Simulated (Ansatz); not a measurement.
A structure relaxed at PBE-D4/def2-SVP in Ansatz, charge 0, singlet:

Cartesian coordinates in Å:
```
Sn -1.801 0.103 -0.768
Sn -0.070 1.728 0.926
Sn 0.904 -0.885 -0.075
F 1.822 0.782 1.268
F -0.855 -1.729 -1.350
```

Give its formula and point group.

Sn3F2. Point group C2v (tolerance 0.1 Å).

Summarise the bond lengths by kind (pairs closer than 1.2 times the sum of covalent radii, bridged metal pairs left out).

4 × F–Sn 2.14 to 2.33 Å; 1 × Sn–Sn 2.92 Å.

In the def2 sets Sn takes a core potential; there is no spin–orbit coupling. The restricted singlet is unstable towards broken spin symmetry in Hartree–Fock (as tested in another run); at PBE-D4/def2-SVP this wasn't settled. Another isomer (singlet) lies 0.13 eV lower at PBE0-D4/def2-TZVP; other spin states weren't run for this one.
